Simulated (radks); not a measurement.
Os2+, 74 electrons, occupied as [Xe] 4f14 5d6 (the NIST ground configuration). Calculated with a radial shooting solver on a logarithmic mesh with Libxc functionals: scalar-relativistic Kohn-Sham, Slater X-alpha with alpha = 0.85, spin-polarised, spherical densities, finite nucleus; open shells are filled with parallel spins first (spin-orbit coupling, left out, can overturn this in heavy ions); Fermi nuclear charge, rms radius 5.4126 fm.

Normalised radial functions P(r) = r R(r), r in bohr:

r          4f down    5p up  5d down
0.0008843   0.0000   0.0016   0.0000
0.001179    0.0000   0.0026   0.0000
0.001573    0.0000   0.0042   0.0000
0.002098    0.0000   0.0068   0.0000
0.002798    0.0000   0.0109   0.0001
0.003703    0.0000   0.0173   0.0002
0.004938    0.0000   0.0275   0.0005
0.006587    0.0000   0.0433   0.0010
0.008785    0.0001   0.0669   0.0022
0.01172     0.0002   0.1006   0.0046
0.01563     0.0005   0.1455   0.0096
0.02084     0.0015   0.1989   0.0193
0.0278      0.0042   0.2499   0.0376
0.03708     0.0110   0.2750   0.0693
0.04945     0.0278   0.2377   0.1188
0.06543     0.0649   0.1093   0.1821
0.08727     0.1446  -0.1120   0.2456
0.1164      0.2942  -0.3311   0.2656
0.1552      0.5369  -0.3698   0.1854
0.2071      0.8602  -0.0968  -0.0194
0.2762      1.1836   0.3559  -0.2740
0.3683      1.3714   0.5732  -0.4010
0.4913      1.3207   0.2379  -0.2491
0.6553      1.0522  -0.4646   0.1487
0.874       0.6868  -1.0032   0.5829
1.166       0.3594  -1.0388   0.8300
1.542       0.1500  -0.7043   0.8145
2.057       0.0453  -0.3163   0.6133
2.744       0.0094  -0.0900   0.3595
3.659       0.0012  -0.0145   0.1572
4.881       0.0001  -0.0011   0.0469

4f down: eigenvalue -75.081 eV, 0 radial nodes, <r> = 0.546 bohr, 90 % of the charge inside 0.886 bohr. 5p up: eigenvalue -72.327 eV, 3 radial nodes at r = 0.0762, 0.221, 0.545 bohr, <r> = 1.16 bohr, 90 % of the charge inside 1.69 bohr. 5d down: eigenvalue -22.232 eV, 2 radial nodes at r = 0.203, 0.595 bohr, <r> = 1.65 bohr, 90 % of the charge inside 2.55 bohr.
